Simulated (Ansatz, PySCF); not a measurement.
ReBr4, SMILES [Br][Re]([Br])([Br])[Br] (connectivity only; charge and spin as stated), neutral, multiplicity 4. Atoms are numbered in the order given.

```xyz
5

Re     0.0000     0.0000     0.0000
Br     1.6416     1.2391    -1.2397
Br    -1.6416     1.2391     1.2397
Br    -1.6416    -1.2391    -1.2397
Br     1.6416    -1.2391     1.2397
```
Charge 0, spin multiplicity 4.

Coordinates come from a r2SCAN-D4/def2-SVP optimisation. The multiplicity is an assumed one; other spin states were not compared. The def2 effective core potentials stand for the cores of Re; spin–orbit coupling is left out.

Two levels are set side by side: PBE-D3(BJ)/def2-SVP (Ansatz, a program for electronic structure) and r2SCAN-D4/def2-SVP (Ansatz). Each level has its own optimised geometry; the coordinates shown are those of the second. Frequencies come from the Hessian of PySCF at each geometry. Differences are taken from unrounded values.

```
quantity                            r2SCAN-D4  PBE-D3(BJ)  PBE-D3(BJ) minus r2SCAN-D4
----------------------------------  ---------  ----------  --------------------------
mean bond length (Å)                    2.401       2.406                       0.005
bond Re1–Br2 (Å)                        2.401       2.406                       0.005
bond Re1–Br3 (Å)                        2.401       2.406                       0.005
bond Re1–Br4 (Å)                        2.401       2.406                       0.005
bond Re1–Br5 (Å)                        2.401       2.406                       0.005
highest harmonic wavenumber (cm⁻¹)        287         281                          -6
mean harmonic wavenumber (cm⁻¹)           148         146                          -2
zero-point energy (kcal/mol)             1.91        1.88                       -0.02
```
